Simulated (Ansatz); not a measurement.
PBE exchange is replaced step by step with exact exchange (0 % is PBE, 25 % PBE0; no dispersion term), basis def2-SVP, Ansatz. System: Al₇P₈H₂₄⁺, a nanocrystal cut from zinc blende AlP (hydrogen-capped). Charge 1, multiplicity 1. Geometry: r2SCAN-D4/def2-SVP.

Geometry of the singlet:

Cartesian coordinates in Å:
```
Al -3.260 2.236 -1.685
Al -0.051 3.411 1.097
Al 0.681 1.207 -3.259
Al -0.765 -0.502 0.131
Al 2.790 -1.611 -1.557
Al 2.099 0.622 2.793
Al 1.197 -3.592 2.033
P -1.678 1.925 -3.461
P -2.217 3.679 -0.076
P -3.003 0.102 -0.541
P -0.057 1.052 1.731
P 0.518 -0.750 -1.809
P -0.895 -2.656 1.210
P 2.493 -3.502 0.014
P 1.934 -1.769 3.408
H -4.755 2.553 -2.083
H -0.216 4.250 2.432
H 1.040 3.595 -0.034
H 1.352 2.362 -2.409
H 1.091 0.700 -4.704
H 3.611 -0.539 -0.733
H 3.187 -2.291 -2.933
H 2.114 1.405 4.171
H 3.196 0.645 1.652
H 1.021 -5.002 2.721
H -1.711 3.147 -4.187
H -2.374 1.114 -4.398
H -2.233 4.963 -0.686
H -3.250 3.899 0.876
H -3.879 0.053 0.577
H -3.573 -0.932 -1.330
H -1.048 0.912 2.746
H -0.210 -1.739 -2.533
H -1.531 -3.594 0.354
H -1.846 -2.620 2.264
H 2.069 -4.657 -0.697
H 3.781 -3.965 0.397
H 1.181 -1.926 4.603
H 3.196 -2.188 3.909
```

```csv
exact exchange (%),HOMO (eV),LUMO (eV),gap (eV)
0,-9.26,-4.97,4.28
5,-9.50,-4.83,4.67
10,-9.74,-4.68,5.07
15,-9.99,-4.53,5.46
25,-10.48,-4.23,6.25
50,-11.66,-3.52,8.14
```

(1) Estimate the row for 35 %.

Answers

(1) 
| exact exchange (%) | HOMO (eV) | LUMO (eV) | gap (eV) |
| --- | --- | --- | --- |
| 35 | -10.95 | -3.94 | 7.02 |
